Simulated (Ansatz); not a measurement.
Mulliken charges of C2H4BCl2N (`CB(Cl)/N=C\Cl`) from r2SCAN/def2-TZVPP in Ansatz (PBE0-D4/def2-TZVP geometry).

| atom | x (Å) | y (Å) | z (Å) | charge (e) |
| --- | --- | --- | --- | --- |
| C1 | 0.239 | -1.626 | 0.038 | -0.245 |
| B2 | 0.554 | -0.184 | -0.469 | 0.138 |
| Cl3 | 1.477 | 0.054 | -1.964 | -0.175 |
| N4 | 0.200 | 0.957 | 0.237 | -0.040 |
| C5 | -0.524 | 1.892 | 0.560 | 0.068 |
| Cl6 | -2.092 | 2.218 | -0.151 | -0.087 |
| H7 | -0.320 | -2.170 | -0.730 | 0.081 |
| H8 | -0.336 | -1.638 | 0.965 | 0.066 |
| H9 | 1.168 | -2.183 | 0.193 | 0.079 |
| H10 | -0.284 | 2.631 | 1.323 | 0.115 |

**Question.** By hand: the dipole of these point charges (1 e Å = 4.8032 D).

**Answer.** Σ q r = (-0.091, 0.107, 0.483) e Å, of length 0.503 e Å = 2.42 D.

**Question.** How does the dipole of the full density compare? (Best estimate.)

**Answer.** Ansatz gave: (-0.090, 0.017, 0.378) e Å, 1.87 D; the point charges give 1.29 times that, at 10° from its direction.

Point charges leave out the atoms' own dipoles, such as those of lone pairs, and Mulliken's split depends on the basis, so the two needn't agree.
